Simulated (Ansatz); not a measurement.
Relaxation of CH8AlClN2 (13 atoms, charge 0, multiplicity 1), to a largest force component of 0.03 eV/Å in at most 50 steps.

These are results of Ansatz 0.2.0, RKS B3LYP-D4/def2-SVP, not measurements.

```xyz
13
Properties=species:S:1:pos:R:3
Al -0.822 0.296 -0.367
N 1.974 0.384 1.194
C -1.302 -1.519 0.123
N -0.488 0.848 -2.016
H 1.434 1.116 1.659
Cl -1.013 1.920 1.112
H 2.306 -0.257 1.914
H 2.794 0.830 0.783
H -1.339 -2.193 -0.750
H -0.562 -1.921 0.834
H -2.286 -1.550 0.619
H -0.302 1.809 -2.284
H -0.394 0.236 -2.821
```

Where does it end, and by what steps?

The forces met the threshold. The force dipped under the threshold on the way, but the program's further checks kept it going. After 18 steps the energy has fallen by 0.873 eV; H8 moved furthest, 1.02 Å. Joined: Al1–N2 (3.20 → 2.07 Å).

```tsv
step	energy less start (eV)	largest force component (eV/Å)	accepted
0	0.0000	0.688	yes
1	-0.1834	0.425	yes
2	-0.3880	0.699	yes
3	-0.6338	0.823	yes
4	-0.7463	1.053	yes
5	-0.8149	0.527	yes
6	-0.8395	0.246	yes
7	-0.8545	0.149	yes
8	-0.8602	0.120	yes
9	-0.8647	0.130	yes
10	-0.8675	0.179	yes
11	-0.8678	0.172	yes
12	-0.8564	0.515	no
13	-0.8684	0.159	yes
14	-0.8716	0.050	yes
15	-0.8710	0.183	no
16	-0.8722	0.015	yes
17	-0.8725	0.072	yes
18	-0.8729	0.022	yes
```

```xyz
13
Properties=species:S:1:pos:R:3
Al -0.430 0.372 -0.024
N 1.468 0.367 0.796
C -1.081 -1.449 0.311
N -0.063 0.896 -1.714
H 1.518 1.037 1.568
Cl -1.192 1.960 1.249
H 1.792 -0.541 1.134
H 2.102 0.679 0.055
H -0.559 -2.208 -0.300
H -0.970 -1.747 1.370
H -2.156 -1.536 0.074
H -0.154 1.866 -2.006
H -0.275 0.304 -2.513
```

Whether the end is a true minimum wasn't checked by a vibrational analysis.

Run time: 58 s on 2 threads of Arm Neoverse V2, with other jobs on the host, peak memory 0.27 GiB.
